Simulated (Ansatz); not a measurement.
Geometry optimisation, RKS revPBE-D4/def2-SVP in Ansatz 0.2.0.

The input (input.yaml):

```yaml
crystal:
  periodic: [false, false, false]
  atoms:
    - { symbol: Al, position_ang: [-0.04151, 0.483518, -0.372137] }
    - { symbol: F, position_ang: [-0.079125, -0.017955, 2.463395] }
    - { symbol: O, position_ang: [1.479006, -0.250788, -0.727255] }
    - { symbol: H, position_ang: [1.612949, -1.127015, -1.118169] }
    - { symbol: O, position_ang: [-1.592656, -0.139071, -0.787357] }
    - { symbol: H, position_ang: [-1.776013, -1.042775, -1.085593] }
    - { symbol: Si, position_ang: [0.078984, 2.621573, 0.595989] }
    - { symbol: H, position_ang: [0.722343, 2.468579, 1.974164] }
    - { symbol: H, position_ang: [0.948051, 3.630893, -0.10988] }
    - { symbol: H, position_ang: [-1.262387, 3.253336, 0.864666] }
    - { symbol: H, position_ang: [0.292358, 0.835904, 2.555977] }
basis:
  gaussian: { orbitals: def2-SVP }
hamiltonian:
  xc: revpbe
  dispersion: d4
relax:
  f_tol: 0.03
  max_steps: 50
```

Run as:

```bash
$ ansatz run input.yaml --threads 4 --pin off --max-ram 5120MiB --backend cpu --events-out ev --progress --plain --runs-dir out
```

Question: Where does it end, and by what steps?

Answer: The forces met the threshold. After 15 steps the energy has fallen by 0.258 eV; F2 moved furthest, 0.64 Å. Joined: Al1–F2 (2.88 → 2.10 Å).

```csv
step,energy less start (eV),largest force component (eV/Å),accepted
0,0.0000,0.852,yes
1,-0.1008,0.514,yes
2,-0.1969,0.240,yes
3,-0.2094,0.374,yes
4,-0.1907,0.401,no
5,-0.2367,0.091,yes
6,-0.2408,0.100,yes
7,-0.2477,0.069,yes
8,-0.2520,0.097,yes
9,-0.2530,0.289,yes
10,-0.2565,0.060,yes
11,-0.2574,0.038,yes
12,-0.2580,0.092,yes
13,-0.2583,0.062,yes
14,-0.2583,0.050,yes
15,-0.2585,0.009,yes
```

```xyz
11
Properties=species:S:1:pos:R:3
Al -0.029 0.365 -0.146
F 0.214 -0.044 1.901
O 1.449 -0.232 -0.814
H 1.570 -1.119 -1.185
O -1.608 -0.272 -0.441
H -1.792 -1.124 -0.865
Si 0.049 2.692 0.633
H 0.252 2.478 2.161
H 1.231 3.550 0.263
H -1.204 3.526 0.583
H 0.250 0.895 2.165
```

Whether the end is a true minimum wasn't checked by a vibrational analysis.

The run took 9.1 s on 4 threads of AMD EPYC 9R45 96-Core Processor (Zen 5), on a shared host, peak memory 0.17 GiB.
